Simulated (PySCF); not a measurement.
Cl₃Si, SMILES Cl[Si](Cl)Cl, multiplicity 2. Atoms are numbered in the order given.

```xyz
4

Cl     1.6705     0.9645    -0.1516
Si     0.0000     0.0000     0.5524
Cl     0.0000    -1.9290    -0.1516
Cl    -1.6705     0.9645    -0.1516
```
Charge 0, spin multiplicity 2.

Geometry: ωB97X-D3(BJ)/def2-SVP. The isomer is the one that the SMILES or the coordinates give; other isomers of the formula were not compared.

Method: PBE/pcH-1 in PySCF.

Unrestricted Kohn–Sham, ⟨S²⟩ = 0.752. Hyperfine tensors hold the contact and dipolar terms, without spin-orbit corrections.

Computed hyperfine couplings:
```csv
nucleus,A(iso) (MHz),A(iso) (G),dipolar principal values (MHz)
35Cl no. 1,27.5,9.8,"-22.7, -22.4, 45.1"
29Si no. 2,-1128.3,-402.6,"-106.8, 53.4, 53.4"
35Cl no. 3,27.5,9.8,"-22.7, -22.4, 45.1"
35Cl no. 4,27.5,9.8,"-22.7, -22.4, 45.1"
```

Question: And the g tensor (effective nuclear charges for spin-orbit coupling, GIAO)? (An estimate is asked for; the answer gives what the named calculation found.)

Answer: principal values 2.0032, 2.0071, 2.0071; isotropic 2.0058.
